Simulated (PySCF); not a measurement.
# Computed records: Al$_{2}$H$_{3}$N$_{2}$

All values are calculated (PySCF 2.14.0). Calculation on a computer-drawn molecule: the log of a Hartree-Fock and frozen-core CCSD(T) single point meant for a local Hartree-Fock minimum, with one planted fault or none, to be diagnosed. Offsets are logged minus clean, where the clean run is the same molecule without the fault. The reference is restricted for singlets and unrestricted otherwise, and also for a bond in bohr or an excited solution. Adding or removing an electron swaps singlet and doublet. The excited solution moves the top pair (singlet) or top alpha electron (doublet) to the lowest empty orbital. Highest occupied and lowest empty are orbital energies over both spins, largest force is the largest gradient component, triples share is (T) over the correlation energy, the T1 limit is 0.02 restricted and 0.045 unrestricted, electrons count all cores, a negative frequency is imaginary (commonest isotopes), and the dipole is about the centre of nuclear charge.

```xyz
7
formula=Al2H3N2 meant_charge=1 meant_multiplicity=1 meant_basis=cc-pV(D+d)Z logged_electrons=43 logged_basis_functions=89 logged_SCF_converged=yes logged_spin_squared=0.7968 logged_highest_occupied=-6.3411 logged_lowest_empty=0.46778 logged_largest_force=0.03482 logged_T1_diagnostic=0.028633 logged_D1_diagnostic=0.10548 logged_triples_share=0.036581 logged_CC_converged=yes logged_dipole_magnitude=5.5564 logged_SCF_stable_within_its_kind=yes logged_energy_HF=-594.42683 logged_energy_CCSD(T)=-594.92148 possible_faults=no_fault,one_electron_removed,one_electron_added,multiplicity_raised_by_two,geometry_at_a_saddle_point,SCF_held_on_an_excited_solution,minimal_basis_STO-3G,one_bond_length_entered_in_bohr,all_coordinates_scaled
N      2.9996     1.0650     0.8855
Al     1.7601     0.6892    -0.0205
Al    -0.2390     0.0847    -1.4821
N     -1.5815    -0.3211    -2.4635
H      3.7787     1.3007     1.4551
H     -1.5321    -0.7195    -3.3884
H     -2.5501    -0.2004    -2.2106
```

Units: logged_highest_occupied, logged_lowest_empty in eV; logged_largest_force in hartree/bohr; logged_dipole_magnitude in debye; logged_energy_HF, logged_energy_CCSD(T) in hartree.

Drawn bonds:
```csv
atom,other atom,order
1,2,2
2,3,1
3,4,1
1,5,1
4,6,1
4,7,1
```

Q: Al$_{2}$H$_{3}$N$_{2}$: planted fault?
A: one electron added

Further results for Al$_{2}$H$_{3}$N$_{2}$:

```
HF energy offset from clean run      : -133.6 kcal/mol
CCSD(T) energy offset from clean run : -133.9 kcal/mol
```
